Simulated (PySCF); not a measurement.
isocyanic acid (CHNO), SMILES N=C=O. Coordinates come from a PBE-D3(BJ)/def2-TZVP optimisation.

Computed equilibrium geometry at PBE-D3(BJ)/def2-TZVP (PySCF confirms it by a frequency run) as a Z-matrix, and its point group:
point group Cs.
```
C
O 1 1.1753
N 1 1.2205 2 172.11
H 3 1.0130 1 124.80 2 180.00
```
Charge 0, spin multiplicity 1.
